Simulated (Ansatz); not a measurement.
The cluster Hg2Cl4⁺, relaxed as a doublet with UKS PBE0-D4/def2-SVP in Ansatz, starting from the GFN1-xTB geometry. Force threshold 0.02 eV/Å.

In the def2 sets Hg takes a core potential; there is no spin–orbit coupling. In the doublet, Cl3 and Cl6 lie 2.04 Å apart (atoms count from 1), so these atoms are partly bonded to each other. Another isomer (doublet) lies 0.82 eV lower at PBE0-D4/def2-TZVP; other spin states weren't run for this one.

Start:

```xyz
6

Hg   -1.485    0.250   -0.105
Hg    2.311   -0.845    1.966
Cl    0.638    0.324   -1.866
Cl   -0.315   -0.405    1.945
Cl   -3.469    0.838   -1.061
Cl    2.320   -0.163   -0.879
```

```tsv
step	energy (eV)	largest force component (eV/Å)	SCF passes
1	-58403.8396	0.815	22
2	-58404.0587	0.442	28
3	-58404.1539	0.409	27
4	-58404.2127	0.238	25
5	-58404.2453	0.225	26
6	-58404.2566	0.134	22
7	-58404.2643	0.106	21
8	-58404.2695	0.036	21
9	-58404.2710	0.098	21
10	-58404.2717	0.022	22
11	-58404.2719	0.009	18
```

Force components are those of the run's own axes.

End:

Cartesian coordinates in Å:
```
Hg -1.7421 0.1684 0.4934
Hg 2.0736 -0.7355 1.6514
Cl 0.4948 0.3459 -1.7935
Cl -0.5241 -0.4844 2.4058
Cl -2.7311 0.7926 -1.4517
Cl 2.4289 -0.0869 -1.3054
```

By distances, no bond broke or formed. The bond that changes most is Hg1–Cl4, from 2.45 to 2.36 Å (atoms count from 1).

No frequencies were taken in this run, so the end may be a saddle point.

Hardware: 4 threads of Arm Neoverse V1 on a shared host. Wall time 51 s.
